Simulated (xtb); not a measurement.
xtb input (GFN2-xTB):

```bash
xtb mol.xyz --gfn 2 --ohess tight --chrg 1 --uhf 0
```
mol.xyz:
```
13

N      1.34262825    -0.95732358    -0.68701494
Si     1.20071323     0.18823365     0.63384356
Si    -1.13755701     0.47489856     0.51508957
N     -1.36166879    -0.27214028    -1.19148185
H      2.09412074    -0.81265202    -1.42688146
H      1.44471327    -1.93708482    -0.43178030
H      1.65042888    -0.26211098     1.93678136
H      1.82864703     1.47795634     0.18507696
H     -1.98666938    -0.41628203     1.38742700
H     -1.75713898     1.84407399     0.38176443
H     -0.51547929    -0.73157459    -1.43958998
H     -2.15517239    -0.88893645    -1.23472100
H     -1.55497681     0.50054831    -1.88861469
```

End of the output:

```
   ------------------------------------------------------------------------

         :::::::::::::::::::::::::::::::::::::::::::::::::::::
         ::                  THERMODYNAMIC                  ::
         :::::::::::::::::::::::::::::::::::::::::::::::::::::
         :: total free energy         -13.434940740979 Eh   ::
         ::.................................................::
         :: total energy              -13.498947154036 Eh   ::
         :: zero point energy           0.095484243002 Eh   ::
         :: G(RRHO) w/o ZPVE           -0.031477829945 Eh   ::
         :: G(RRHO) contrib.            0.064006413057 Eh   ::
         :::::::::::::::::::::::::::::::::::::::::::::::::::::

optimized geometry written to: xtbopt.xyz

           -------------------------------------------------
          | TOTAL ENERGY              -13.498947154036 Eh   |
          | TOTAL ENTHALPY            -13.394188761593 Eh   |
          | TOTAL FREE ENERGY         -13.434940740979 Eh   |
          | GRADIENT NORM               0.000122471325 Eh/α |
          | HOMO-LUMO GAP               3.864794041290 eV   |
Note: The following floating-point exceptions are signalling: IEEE_UNDERFLOW_FLAG IEEE_DENORMAL
normal termination of xtb
           -------------------------------------------------

------------------------------------------------------------------------
------------------------------------------------------------------------
 total:
 SCF:
 ANC optimizer:
 analytical hessian:
```

It need not be the lowest isomer of its formula.
